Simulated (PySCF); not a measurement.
# Shapes and spin states of CuH3

Level of theory: PBE0 in PySCF with Cu def2-TZVP, H def2-TZVP; no relativity; density-fitted integrals.

Relaxations began from a few typed shapes and spin states; open shells are unrestricted. The search is not exhaustive: other isomers or separated fragments can lie lower, and high-lying points may rest on an excited occupation.

Question: Which is the lowest minimum found?
A. triplet D3h: Cu–H 1.560 Å (×3); H–Cu–H 120.0° (×3)
B. singlet C2v: Cu–H 1.407 Å, Cu–H 1.516 Å (×2); H–Cu–H 80.2° (×2), H–Cu–H 160.4°
C. singlet C2v: Cu–H 1.504 Å, Cu–H 1.728 Å (×2), H–H 0.782 Å; Cu–H–H 76.9° (×2), H–Cu–H 26.2°, H–Cu–H 166.9° (×2)
D. triplet C3v: Cu–H 1.556 Å (×3); H–Cu–H 113.8° (×3)

Answer: C. The others lie at 167.6 (singlet C2v, a saddle point), 279.1 (triplet C3v), 282.1 (triplet D3h, a saddle point) kJ/mol above it.

For the lowest minimum: stability towards spin polarisation was not tested.
